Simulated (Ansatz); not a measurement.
PBE exchange is replaced step by step with exact exchange (0 % is PBE, 25 % PBE0; no dispersion term), basis def2-TZVP, Ansatz. System: Si4⁺. Charge 1, multiplicity 2. Geometry: r2SCAN-D4/def2-TZVP, each spin state at its own.

Geometry of the doublet:

```xyz
4

Si   -0.2169    0.2710   -1.2743
Si    1.7690   -0.4358   -0.3943
Si    0.2172   -0.2705    1.2753
Si   -1.7693    0.4353    0.3933
```

The structure comes from a short search, and lower isomers may exist.

HOMO and LUMO are taken over both spins.

| exact exchange (%) | HOMO (eV) | LUMO (eV) | gap (eV) | ⟨S²⟩ | quartet − doublet (kJ/mol) |
| --- | --- | --- | --- | --- | --- |
| 0 | -10.76 | -9.87 | 0.90 | 0.757 | 131.3 |
| 10 | -11.17 | -9.61 | 1.56 | 0.760 | 128.5 |
| 15 | -11.38 | -9.48 | 1.90 | 0.761 | 127.0 |
| 25 | -11.80 | -9.22 | 2.58 | 0.765 | 123.8 |
| 35 | -12.17 | -8.96 | 3.22 | 0.769 | 120.3 |
| 50 | -12.67 | -8.56 | 4.11 | 0.776 | 114.4 |

(1) Estimate the row for 5 %.

Results:

(1) 
```csv
exact exchange (%),HOMO (eV),LUMO (eV),gap (eV),⟨S²⟩,quartet − doublet (kJ/mol)
5,-10.97,-9.74,1.23,0.758,129.9
```
